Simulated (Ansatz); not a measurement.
(F)3Ti-O-SiH3 (TiSiOF3H3). Total charge 0; triplet. Geometry r2SCAN-D4/def2-SVP, that of the neutral singlet; atoms count from 1.

```csv
atom,x (Å),y (Å),z (Å)
Ti1,0.901,0.779,1.199
F2,-0.177,1.504,2.362
F3,1.884,2.023,0.472
F4,1.933,-0.370,2.009
O5,-0.037,-0.041,-0.049
Si6,-0.934,-0.809,-1.242
H7,-0.458,-2.215,-1.370
H8,-2.371,-0.787,-0.852
H9,-0.742,-0.083,-2.529
```

At PBE0-D4/def2-TZVP a singlet of charge 0 lies 5.90 eV below the triplet at the same geometry.

Problem. Estimate the Mulliken populations from the PBE0/def2-TZVP orbitals of Ansatz.

Solution. 
| atom | charge (e) | spin (α − β) | d electrons |
| --- | --- | --- | --- |
| Ti1 | 1.37 | 0.91 | 2.24 |
| F2 | -0.48 | 0.09 | – |
| F3 | -0.48 | 0.09 | – |
| F4 | -0.51 | 0.00 | – |
| O5 | -0.35 | 0.74 | – |
| Si6 | 0.29 | -0.02 | – |
| H7 | 0.03 | 0.00 | – |
| H8 | 0.07 | 0.11 | – |
| H9 | 0.06 | 0.08 | – |
Mulliken values depend strongly on the basis.

Problem. Where does the spin sit?

Solution. Summed by element: Ti 0.91, F 0.18, O 0.74, Si -0.02, H 0.19, of 2 unpaired in all. Largest on single atoms: Ti1 0.91, O5 0.74, H8 0.11.

Problem. And the Mayer bond orders between heavy atoms (over 0.3)?

Solution. Ti1–F2 0.80 (1.74 Å); Ti1–F3 0.80 (1.74 Å); Ti1–F4 0.84 (1.74 Å); Ti1–O5 0.40 (1.76 Å); O5–Si6 1.14 (1.68 Å).
